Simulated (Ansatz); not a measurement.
`O[SiH](F)[SiH2]F` + `[NH]=[Nb]([NH2])([NH2])[OH]` → `N[SiH](F)[SiH2]F` + `[NH]=[Nb]([NH2])([OH])[OH]`  (redistribution)

Isolated molecules relaxed with PBE0-D4/def2-TZVP in Ansatz; ΔE leaves out vibrations. CCSD(T)/CBS adds triple-zeta CCSD(T) − MP2 to the extrapolated MP2 energy (def2 sets, frozen cores). DFT in def2-TZVPP. B3LYP here is the variant with VWN-RPA as its local correlation; programs differ in this. Elements past krypton have def2 core potentials. For Nb outer-core shells are correlated without core-valence functions, which leaves a few kJ/mol of doubt a bond. One conformer a species, not always the lowest.

`O[SiH](F)[SiH2]F`:

Cartesian coordinates in Å:
```
O 1.800 0.845 0.343
Si 0.902 -0.194 -0.542
F 0.769 0.316 -2.054
Si -1.270 -0.329 0.366
F -1.595 1.135 0.959
H 1.392 1.661 0.640
H 1.655 -1.467 -0.576
H -2.320 -0.668 -0.628
H -1.333 -1.297 1.493
```

`[NH]=[Nb]([NH2])([NH2])[OH]`:

Cartesian coordinates in Å:
```
N -1.768 -0.077 -0.419
Nb -0.117 0.180 0.098
N 0.938 0.379 -1.571
N 0.378 -1.446 1.121
O 0.143 1.725 1.199
H -2.746 -0.128 -0.657
H 0.584 0.273 -2.509
H 1.934 0.545 -1.595
H -0.195 -2.267 1.238
H 1.280 -1.590 1.554
H -0.433 2.406 1.542
```

`N[SiH](F)[SiH2]F`:

Cartesian coordinates in Å:
```
N 0.603 1.613 -0.130
Si -0.666 0.518 -0.394
F -1.040 0.283 -1.942
Si 0.052 -1.528 0.512
F 1.659 -1.557 0.387
H 0.486 2.611 -0.191
H 1.567 1.336 -0.219
H -1.896 1.077 0.219
H -0.478 -2.721 -0.197
H -0.288 -1.632 1.955
```

`[NH]=[Nb]([NH2])([OH])[OH]`:

Cartesian coordinates in Å:
```
N -1.406 -0.683 0.627
Nb -0.111 0.167 -0.184
N 1.529 -0.532 0.668
O -0.251 2.057 0.069
O -0.105 -0.197 -2.061
H -2.203 -1.133 1.049
H 2.459 -0.229 0.411
H 1.574 -1.221 1.401
H -0.852 2.573 0.604
H -0.633 -0.800 -2.584
```

```tsv
level	ΔE (kJ/mol)	difference from CCSD(T)/CBS
PBE-D4	-21.1	-5.3
ωB97X-V	-22.1	-6.3
ωB97M-V	-20.4	-4.6
B2PLYP	-18.0	-2.2
PBE	-21.2	-5.4
r2SCAN	-20.3	-4.5
PBE0	-20.7	-4.9
B3LYP	-19.3	-3.5
HF/def2-TZVPP	-17.8	-2.0
MP2/def2-TZVPP	-14.7	1.1
CCSD/def2-TZVPP	-15.9	-0.1
CCSD(T)/def2-TZVPP	-15.6	0.2
HF/def2-QZVPP	-16.8	-1.0
HF/CBS(def2)	-16.7	-0.9
MP2/CBS(def2)	-14.9	0.9
CCSD/CBS(def2)	-16.1	-0.3
CCSD(T)/CBS	-15.8	0
```

Largest T1 diagnostic among the species: 0.021, so the coupled-cluster value is less sure than usual.
